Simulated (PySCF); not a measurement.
# Two-component Hartree-Fock for Xe⁺ (xenon, charge +1)

Start: [Kr] 4d10 5s2 5p5; 5p1/2 filled at m_j = -1/2, +1/2; 5p3/2 filled at m_j = -1/2, +1/2, +3/2. Calculated with PySCF 2.14 in x2c-TZVPall-2c: generalised Hartree-Fock with the X2C-1e Hamiltonian and a Gaussian nucleus; one run each with spin-orbit coupling (SO) switched off, then screened by Boettger's factors.

```
spinor shell  electrons  ε, spin-free (eV)  ε, screened SO (eV)  weight of nominal j (screened SO)  rms radius, screened SO (bohr)
       1s1/2          2           -34737.8             -34733.6                              1.000                          0.0305
       2s1/2          2            -5516.9              -5515.6                              1.000                           0.124
       2p1/2          2            -4944.3              -5170.2                              1.000                           0.107
       2p3/2          4            -4944.3              -4842.7                              1.000                           0.112
       3s1/2          2            -1180.2              -1179.7                              1.000                           0.326
       3p1/2          2            -990.87              -1034.9                              1.000                           0.318
       3p3/2          4            -990.87              -970.78                              1.000                           0.330
       3d3/2          4            -710.52              -718.19                              1.000                           0.302
       3d5/2          6            -710.52              -704.90                              1.000                           0.305
       4s1/2          2            -239.49              -239.29                              1.000                           0.762
       4p1/2          2            -176.91              -185.73                              1.000                           0.797
       4p3/2          4            -176.91              -172.72                              1.000                           0.825
       4d3/2          4            -82.726              -83.882                              0.998                           0.938
       4d5/2          6            -82.726              -81.696                              0.999                           0.948
       5s1/2          2            -36.409              -36.343                              1.000                            1.98
       5p1/2          2            -21.524              -22.549                              0.928                            2.31
       5p3/2          3            -21.524              -20.974                              0.952                            2.40
```

```
   quantity    spin-free  screened SO
E (hartree)  -7441.91015  -7444.33667
        M_J          3/2          3/2
       ⟨J²⟩        3.761        3.761
       ⟨L²⟩        2.008        2.037
       ⟨S²⟩        0.753        0.781
```

Each row is a mean over spinors that exchange with the open shell spreads, by up to 2.673 eV (5s1/2).

Breit and QED terms are absent; they matter most for the inner s and p1/2 levels.

Densities and radii are taken from the X2C orbitals without a picture-change correction, which distorts them close to the nucleus.

Without spin-orbit coupling the j labels of p, d and f shells carry no meaning; the spin-free column gives the mean over the occupied spinors of each nl shell.
